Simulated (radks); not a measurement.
The gold anion Au-, [Hg], held by a Watson sphere: a shell of charge +0.65 at radius R that stands for the Madelung well of a crystal (potential energy -0.65/R inside, -0.65/r outside, in hartree with lengths in bohr). Calculated with a radial shooting solver on a logarithmic mesh with Libxc functionals: scalar-relativistic Kohn-Sham, PBEsol, spin-polarised, spherical densities, point nucleus. Response by self-consistent Sternheimer equations with the Hartree and adiabatic LDA kernel, the relativistic mass of each level held fixed and spin-orbit coupling left out. The sphere does not respond.

R (bohr)  e(5p) (eV)  e(5d) (eV)  e(6s) (eV)  <r> 6s (bohr)  sum of <r^2> (bohr^2)  X-ray form factor at sin(theta)/lambda = 0.1 1/angstrom  alpha (bohr^3)
4.29         -56.414      -3.532      -3.171          3.094                  75.58                                                   75.394           69.20
4.52         -56.289      -3.401      -3.044          3.114                  75.99                                                   75.385           71.90
4.88         -56.103      -3.210      -2.854          3.141                  76.56                                                   75.373           76.00
5.19         -55.954      -3.057      -2.701          3.161                  76.98                                                   75.365           79.36
5.77         -55.700      -2.800      -2.441          3.191                  77.62                                                   75.355           85.16
